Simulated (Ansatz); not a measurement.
Ansatz (a quantum-chemistry and plane-wave program) job for C₃H₇NSi, SMILES [SiH3]N1C=CC1, PBE-D3(BJ)/def2-SVP. 

Ansatz 0.2 input:
```yaml
crystal:
  periodic: [false, false, false]
  atoms:
    - {symbol: Si, position_ang: [1.71283938, -0.13810220, -0.05118726]}
    - {symbol: N, position_ang: [0.01050196, 0.18370845, 0.13035013]}
    - {symbol: C, position_ang: [-1.01779734, -0.37257655, 0.92368868]}
    - {symbol: C, position_ang: [-2.04534124, -0.06538092, 0.09778858]}
    - {symbol: C, position_ang: [-1.04617866, 0.54156487, -0.86754597]}
    - {symbol: H, position_ang: [2.29698998, 0.98888645, -0.82586822]}
    - {symbol: H, position_ang: [2.29752328, -0.20930828, 1.31460446]}
    - {symbol: H, position_ang: [2.05406558, -1.40878525, -0.76468643]}
    - {symbol: H, position_ang: [-0.88418100, -0.85269664, 1.89676229]}
    - {symbol: H, position_ang: [-3.12839252, -0.14478523, 0.12552000]}
    - {symbol: H, position_ang: [-0.92282039, 0.02280391, -1.83328827]}
    - {symbol: H, position_ang: [-1.11054634, 1.62971225, -1.03246089]}
basis:
  gaussian:
    orbitals: def2-SVP
hamiltonian:
  xc: pbe
  dispersion: d3bj
relax: {f_tol: 0.002, max_steps: 200}
```

Program output:

```
WARN ansatz: RAYON_NUM_THREADS=1 ignored (pool sized by the plan → 1); use --threads N
Functional definition: PBE
integrals: 0.05 GiB planned
1248 factors; their error is unknown
mean field: 0.31 GiB planned
mean field evaluation 1: about -12566.4033 eV, gradient 5.7e1 eV
mean field evaluation 2: about -12540.4228 eV, gradient 1.2e2 eV
mean field evaluation 4: about -12574.7125 eV, gradient 1.1e1 eV
mean field evaluation 8: about -12574.9617 eV, gradient 2.5e-1 eV
mean field evaluation 16: about -12574.8680 eV, gradient 3.5e-3 eV
mean field -12574.86800361 eV, -462.1178755810 hartree, gradient 5.0e-5 eV, S^2 0.000000; 0 other end points of the search recorded, 0 dependent functions left out
the calculation of the forces begins
reference -12574.86804073 eV, -462.1178769451 hartree; 23, 23 occupied and 86, 86 virtual orbitals, 1248 factors
relax step   1: F+E_penalty+E_count = -12575.12644192 eV  Δ(F+E_penalty+E_count) = +0.000e0 eV  max|allowed force component| = 2.830e-1 eV/Å  Δτ_max = 0.0000 Å  (30 SCF iters, accepted)
these checks for a lower state are left out or cut short: starts, cluster_reference, orbital_swaps, neighbouring_geometries, increment
integrals: 0.05 GiB planned
1248 factors; their error is unknown
mean field: 0.31 GiB planned
mean field -12574.88275231 eV, -462.1184175859 hartree, gradient 1.3e-5 eV, S^2 0.000000; 0 other end points of the search recorded, 0 dependent functions left out
the calculation of the forces begins
reference -12574.88278955 eV, -462.1184189541 hartree; 23, 23 occupied and 86, 86 virtual orbitals, 1248 factors
relax step   2: F+E_penalty+E_count = -12575.14070820 eV  Δ(F+E_penalty+E_count) = -1.427e-2 eV  max|allowed force component| = 9.550e-2 eV/Å  Δτ_max = 0.0155 Å  (33 SCF iters, accepted)
these checks for a lower state are left out or cut short: starts, cluster_reference, orbital_swaps, neighbouring_geometries, increment
integrals: 0.05 GiB planned
1248 factors; their error is unknown
mean field: 0.31 GiB planned
mean field evaluation 32: about -12574.8843 eV, gradient 3.1e-3 eV
mean field -12574.88427931 eV, -462.1184737020 hartree, gradient 1.3e-5 eV, S^2 0.000000; 0 other end points of the search recorded, 0 dependent functions left out
the calculation of the forces begins
reference -12574.88431658 eV, -462.1184750717 hartree; 23, 23 occupied and 86, 86 virtual orbitals, 1248 factors
relax step   3: F+E_penalty+E_count = -12575.14205177 eV  Δ(F+E_penalty+E_count) = -1.344e-3 eV  max|allowed force component| = 3.886e-2 eV/Å  Δτ_max = 0.0065 Å  (33 SCF iters, accepted)
these checks for a lower state are left out or cut short: starts, cluster_reference, orbital_swaps, neighbouring_geometries, increment
integrals: 0.05 GiB planned
1248 factors; their error is unknown
mean field: 0.31 GiB planned
mean field -12574.88417885 eV, -462.1184700101 hartree, gradient 1.3e-5 eV, S^2 0.000000; 0 other end points of the search recorded, 0 dependent functions left out
the calculation of the forces begins
reference -12574.88421609 eV, -462.1184713787 hartree; 23, 23 occupied and 86, 86 virtual orbitals, 1248 factors
relax step   4: F+E_penalty+E_count = -12575.14204188 eV  Δ(F+E_penalty+E_count) = +9.889e-6 eV  max|allowed force component| = 4.005e-2 eV/Å  Δτ_max = 0.0075 Å  (33 SCF iters, rejected (line search))
these checks for a lower state are left out or cut short: starts, cluster_reference, orbital_swaps, neighbouring_geometries, increment
integrals: 0.05 GiB planned
1248 factors; their error is unknown
mean field: 0.31 GiB planned
mean field -12574.88438269 eV, -462.1184775012 hartree, gradient 1.3e-5 eV, S^2 0.000000; 0 other end points of the search recorded, 0 dependent functions left out
the calculation of the forces begins
reference -12574.88441995 eV, -462.1184788705 hartree; 23, 23 occupied and 86, 86 virtual orbitals, 1248 factors
relax step   5: F+E_penalty+E_count = -12575.14216918 eV  Δ(F+E_penalty+E_count) = -1.174e-4 eV  max|allowed force component| = 1.133e-2 eV/Å  Δτ_max = 0.0037 Å  (34 SCF iters, accepted)
these checks for a lower state are left out or cut short: starts, cluster_reference, orbital_swaps, neighbouring_geometries, increment
integrals: 0.05 GiB planned
1248 factors; their error is unknown
mean field: 0.31 GiB planned
mean field -12574.88439817 eV, -462.1184780699 hartree, gradient 1.3e-5 eV, S^2 0.000000; 0 other end points of the search recorded, 0 dependent functions left out
the calculation of the forces begins
reference -12574.88443541 eV, -462.1184794386 hartree; 23, 23 occupied and 86, 86 virtual orbitals, 1248 factors
relax step   6: F+E_penalty+E_count = -12575.14223736 eV  Δ(F+E_penalty+E_count) = -6.819e-5 eV  max|allowed force component| = 1.247e-2 eV/Å  Δτ_max = 0.0052 Å  (33 SCF iters, accepted)
these checks for a lower state are left out or cut short: starts, cluster_reference, orbital_swaps, neighbouring_geometries, increment
integrals: 0.05 GiB planned
1248 factors; their error is unknown
mean field: 0.31 GiB planned
mean field -12574.88438785 eV, -462.1184776907 hartree, gradient 1.4e-5 eV, S^2 0.000000; 0 other end points of the search recorded, 0 dependent functions left out
the calculation of the forces begins
reference -12574.88442508 eV, -462.1184790589 hartree; 23, 23 occupied and 86, 86 virtual orbitals, 1248 factors
relax step   7: F+E_penalty+E_count = -12575.14230726 eV  Δ(F+E_penalty+E_count) = -6.989e-5 eV  max|allowed force component| = 2.526e-2 eV/Å  Δτ_max = 0.0087 Å  (33 SCF iters, accepted)
these checks for a lower state are left out or cut short: starts, cluster_reference, orbital_swaps, neighbouring_geometries, increment
integrals: 0.05 GiB planned
1248 factors; their error is unknown
mean field: 0.31 GiB planned
mean field evaluation 64: about -12574.9565 eV, gradient 1.6e-2 eV
mean field -12574.86260439 eV, -462.1176771633 hartree, gradient 1.3e-5 eV, S^2 0.000000; 0 other end points of the search recorded, 0 dependent functions left out
the calculation of the forces begins
reference -12574.86264177 eV, -462.1176785372 hartree; 23, 23 occupied and 86, 86 virtual orbitals, 1248 factors
relax step   8: F+E_penalty+E_count = -12575.12069435 eV  Δ(F+E_penalty+E_count) = +2.161e-2 eV  max|allowed force component| = 8.846e-1 eV/Å  Δτ_max = 0.0321 Å  (32 SCF iters, rejected (line search))
these checks for a lower state are left out or cut short: starts, cluster_reference, orbital_swaps, neighbouring_geometries, increment
integrals: 0.05 GiB planned
1248 factors; their error is unknown
mean field: 0.31 GiB planned
mean field -12574.88435338 eV, -462.1184764238 hartree, gradient 1.4e-5 eV, S^2 0.000000; 0 other end points of the search recorded, 0 dependent functions left out
the calculation of the forces begins
reference -12574.88439061 eV, -462.1184777921 hartree; 23, 23 occupied and 86, 86 virtual orbitals, 1248 factors
relax step   9: F+E_penalty+E_count = -12575.14235765 eV  Δ(F+E_penalty+E_count) = -5.040e-5 eV  max|allowed force component| = 2.898e-2 eV/Å  Δτ_max = 0.0110 Å  (33 SCF iters, accepted)
these checks for a lower state are left out or cut short: starts, cluster_reference, orbital_swaps, neighbouring_geometries, increment
integrals: 0.05 GiB planned
1248 factors; their error is unknown
mean field: 0.31 GiB planned
mean field -12574.88433426 eV, -462.1184757214 hartree, gradient 1.4e-5 eV, S^2 0.000000; 0 other end points of the search recorded, 0 dependent functions left out
the calculation of the forces begins
reference -12574.88437149 eV, -462.1184770896 hartree; 23, 23 occupied and 86, 86 virtual orbitals, 1248 factors
relax step  10: F+E_penalty+E_count = -12575.14238850 eV  Δ(F+E_penalty+E_count) = -3.085e-5 eV  max|allowed force component| = 6.715e-3 eV/Å  Δτ_max = 0.0054 Å  (33 SCF iters, accepted)
these checks for a lower state are left out or cut short: starts, cluster_reference, orbital_swaps, neighbouring_geometries, increment
integrals: 0.05 GiB planned
1248 factors; their error is unknown
mean field: 0.31 GiB planned
mean field -12574.88431938 eV, -462.1184751745 hartree, gradient 1.4e-5 eV, S^2 0.000000; 0 other end points of the search recorded, 0 dependent functions left out
the calculation of the forces begins
reference -12574.88435661 eV, -462.1184765427 hartree; 23, 23 occupied and 86, 86 virtual orbitals, 1248 factors
relax step  11: F+E_penalty+E_count = -12575.14239187 eV  Δ(F+E_penalty+E_count) = -3.374e-6 eV  max|allowed force component| = 3.488e-3 eV/Å  Δτ_max = 0.0010 Å  (34 SCF iters, accepted)
these checks for a lower state are left out or cut short: starts, cluster_reference, orbital_swaps, neighbouring_geometries, increment
integrals: 0.05 GiB planned
1248 factors; their error is unknown
mean field: 0.31 GiB planned
mean field evaluation 96: about -12574.8843 eV, gradient 1.4e-5 eV
mean field -12574.88432479 eV, -462.1184753732 hartree, gradient 1.4e-5 eV, S^2 0.000000; 0 other end points of the search recorded, 0 dependent functions left out
the calculation of the forces begins
reference -12574.88436202 eV, -462.1184767413 hartree; 23, 23 occupied and 86, 86 virtual orbitals, 1248 factors
relax step  12: F+E_penalty+E_count = -12575.14239204 eV  Δ(F+E_penalty+E_count) = -1.641e-7 eV  max|allowed force component| = 2.528e-3 eV/Å  Δτ_max = 0.0005 Å  (34 SCF iters, accepted)
these checks for a lower state are left out or cut short: starts, cluster_reference, orbital_swaps, neighbouring_geometries, increment
integrals: 0.05 GiB planned
1248 factors; their error is unknown
mean field: 0.31 GiB planned
mean field -12574.88432227 eV, -462.1184752808 hartree, gradient 1.4e-5 eV, S^2 0.000000; 0 other end points of the search recorded, 0 dependent functions left out
the calculation of the forces begins
reference -12574.88435950 eV, -462.1184766490 hartree; 23, 23 occupied and 86, 86 virtual orbitals, 1248 factors
relax step  13: F+E_penalty+E_count = -12575.14239242 eV  Δ(F+E_penalty+E_count) = -3.801e-7 eV  max|allowed force component| = 5.217e-4 eV/Å  Δτ_max = 0.0002 Å  (34 SCF iters, accepted)
integrals: 0.05 GiB planned
1248 factors; their error is unknown
mean field: 0.31 GiB planned
mean field evaluation 128: about -12574.8843 eV, gradient 3.8e-4 eV
mean field -12574.88432227 eV, -462.1184752808 hartree, gradient 1.4e-5 eV, S^2 0.000000; 1 other end points of the search recorded, 0 dependent functions left out
the calculation of the forces begins
reference -12574.88435950 eV, -462.1184766490 hartree; 23, 23 occupied and 86, 86 virtual orbitals, 1248 factors
Total energy: -12575.14242965 eV, -462.1279605519 hartree
Atom 0 at     1.713903    -0.139912    -0.052872 Å, force     0.000012    -0.000063     0.000073 eV/Å
Atom 1 at     0.008953     0.212255     0.146986 Å, force    -0.000069    -0.000085    -0.000243 eV/Å
Atom 2 at    -1.016802    -0.367740     0.931443 Å, force     0.000156     0.000135     0.000522 eV/Å
Atom 3 at    -2.049227    -0.077729     0.090048 Å, force    -0.000277    -0.000128    -0.000217 eV/Å
Atom 4 at    -1.045689     0.547035    -0.863416 Å, force     0.000006     0.000104    -0.000087 eV/Å
Atom 5 at     2.310831     0.993662    -0.838195 Å, force     0.000054    -0.000086    -0.000014 eV/Å
Atom 6 at     2.311007    -0.217221     1.324171 Å, force    -0.000094     0.000008     0.000027 eV/Å
Atom 7 at     2.035415    -1.429934    -0.776770 Å, force     0.000054     0.000086    -0.000065 eV/Å
Atom 8 at    -0.880920    -0.849291     1.913138 Å, force     0.000041    -0.000040    -0.000028 eV/Å
Atom 9 at    -3.139310    -0.165067     0.111404 Å, force     0.000122    -0.000006     0.000013 eV/Å
Atom 10 at    -0.901291     0.027445    -1.835913 Å, force    -0.000000     0.000050     0.000005 eV/Å
Atom 11 at    -1.130208     1.641537    -1.036347 Å, force    -0.000005     0.000025     0.000015 eV/Å
Dipole moment:    -0.046628     0.001881    -0.067622 e Å
```

The run converged.
